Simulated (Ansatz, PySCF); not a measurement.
C₂H₆BF₂N, SMILES NB(CF)CF.

Coordinates come from a B3LYP-D3(BJ)/def2-SVP optimisation. The structure was generated by enumeration, and PubChem lists no compound with its InChIKey, so it may never have been made. One conformer was computed; it need not be the lowest.

Vertical ionisation energy (IE) and electron affinity (EA) in eV. Rows of orbital energies are one-electron estimates. Where ΔSCF, EOM or ADC give a negative EA the extra electron is unbound and the value depends on the basis.

```tsv
level	IE	EA
−ε(HOMO), −ε(LUMO), PBE0/def2-TZVP (PySCF)	8.53	-0.62
−ε(HOMO), −ε(LUMO), PBE/def2-TZVP (PySCF)	6.88	0.39
ΔSCF, ωB97X-V/def2-SVPD (Ansatz), final states of multiplicity 2 and 2	___	___
ΔSCF, PBE/def2-SVPD (Ansatz), final states of multiplicity 2 and 2	10.15	-1.03
```

Question: Fill in the missing entries. (An estimate is asked for; the answer gives what the named calculation found.)

Answer: 
- ΔSCF, ωB97X-V/def2-SVPD (Ansatz, a program for electronic structure), final states of multiplicity 2 and 2, IE: 11.06
- ΔSCF, ωB97X-V/def2-SVPD (Ansatz), final states of multiplicity 2 and 2, EA: -1.57

Question: What vertical singlet–triplet gap does ΔSCF give with ωB97X-V/def2-SVPD (Ansatz) and with PBE/def2-SVPD (Ansatz)? (Estimate from the structure and the level; the computed values follow.)

Answer: 6.90 and 6.18 eV (triplet above singlet where positive).
